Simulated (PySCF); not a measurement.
Compound: AlCl2(vinyl), C2H3AlCl2.
Structure used (PBE0-D3(BJ)/def2-SVP), in Å, numbered top down from 1:
```
atom  x, y, z in Å
Al1    0.9786    0.9818   -0.2882
Cl2    2.9798    1.2120   -0.8643
Cl3   -0.1425    2.7173    0.0663
C4     0.1432   -0.7358   -0.0710
C5    -1.1342   -0.8363    0.3303
H6     0.6928   -1.6661   -0.2660
H7    -1.7481    0.0468    0.5456
H8    -1.6314   -1.8054    0.4636
```

Computed at PBE0/pcSseg-1 (pcSseg-2 on Al) (PySCF, non-relativistic), with Q(27Al) = 0.1466 b, Q(35Cl) = −0.0817 b: Al1, 27Al (I = 5/2): χzz = 34.28 MHz, η = 0.588; Cl2, 35Cl (I = 3/2): χzz = -26.58 MHz, η = 0.347; Cl3, 35Cl (I = 3/2): χzz = -26.44 MHz, η = 0.304.

Task: Find the zero-field quadrupole resonance frequencies of 27Al at Al1.

Result: From the eigenvalues of H = χ/[4I(2I − 1)] × [3Iz² − I(I + 1) + η(Ix² − Iy²)], steps between neighbouring levels, labelled as for η = 0: ±1/2↔±3/2 6.794 MHz, ±3/2↔±5/2 9.708 MHz (aluminium bonded to C and 2 Cl).

Task: Where would the pure quadrupole (NQR) lines of 35Cl at Cl2 fall for the rigid, isolated species?

Result: From ν = (|χ|/2)√(1 + η²/3): ν = 13.55 MHz (chlorine bonded to Al). For 37Cl the ratio of quadrupole moments, 0.7881, gives 10.68 MHz.

Task: Find the zero-field quadrupole resonance frequencies of 35Cl at Cl3.

Result: From ν = (|χ|/2)√(1 + η²/3): ν = 13.42 MHz (chlorine bonded to Al). For 37Cl the ratio of quadrupole moments, 0.7881, gives 10.58 MHz.

In a crystal, neighbours and librations shift these lines. With a basis this small, the couplings can be 20 % off.

One conformer stands for the species.
